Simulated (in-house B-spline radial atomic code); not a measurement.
**RPA and G0W0 on LDA VWN5: the bromine ion Br⁵⁺**

Configuration [Ar] 3d10 4s2, mean-field start LDA VWN5. Computed with a B-spline radial code for spherical atoms: all electrons, scalar-relativistic (spin-free one-electron X2C), finite nucleus, each spin shell either full or empty, empty states to l = 9 with an (l + 1/2)⁻⁴ tail; G0W0 by contour deformation at full frequency.

Command:
```bash
python run_gw.py task.json out
```
Settings (radii: box in bohr, nucleus in fm):
```
Z                        35
electrons                30
configuration            [Ar] 3d10 4s2
hamiltonian              x2c
method                   lda,vwn
lmax                     9
rms_radius               4.1629
spin_polarised           False
box_radius               10.43
intervals                67
ion_configuration        [Ar] 3d10 4s1
```

Cost of the run: 3.7 s on 1 thread of Arm Neoverse V2 (shared host).

Energies (hartree):

| term | value |
| --- | --- |
| mean-field total | -2596.14338 |
| Hartree-Fock functional on these orbitals | -2598.20763 |
| direct second order | -2.6742 |
| second-order exchange | 0.77868 |
| SOSEX correction | 0.71164 |

**Question.** What is the RPA correlation energy, and what remains with SOSEX?

**Answer.** RPA gives -2.3218 hartree (-2.11 eV per electron); RPA + SOSEX gives -1.6101, and the second-order doubles -1.8955 hartree (no singles). RPA lacks exchange-type terms and so overcorrelates at short range.

Quasi-particle levels (eV):

| level | occupied | mean field | Σx - vxc | Σc | QP weight | G0W0 |
| --- | --- | --- | --- | --- | --- | --- |
| 4s | yes | -81.51 | -4.17 | ? | ? | ? |
| 3d | yes | -137.51 | -19.41 | 3.82 | 0.929 | -153.10 |
| 4p | no | -65.77 | 7.93 | -1.81 | 0.959 | -59.65 |

G0W0 = mean field + (Σx - vxc) + Σc, with Σc (partial-wave tail included) taken at the quasi-particle energy. Only the outer levels were computed. Levels of low weight are left out.

**Question.** Where does G0W0 put 4s?

**Answer.** At -88.12 eV, with Σc = -2.44 eV and a quasi-particle weight of 0.962. The tabulated removal energy is 87.39 ± 0.025 eV (NIST, measured); the calculation leaves out spin-orbit coupling, Breit and QED terms, and what these don't explain is the method's own error.

**Question.** What does it cost to remove one electron (to [Ar] 3d10 4s1) by differences of total energies, each species on its own start (correlation terms add to the Hartree-Fock functional)?

**Answer.** LDA VWN5 88.45 eV, Hartree-Fock functional 85.23 eV, + RPA 87.94 eV, + RPA + SOSEX 87.32 eV, + second order 88.35 eV. Tabulated: 87.39 ± 0.025 eV (NIST, measured); the calculation leaves out spin-orbit coupling, Breit and QED terms, and what these don't explain is the method's own error.
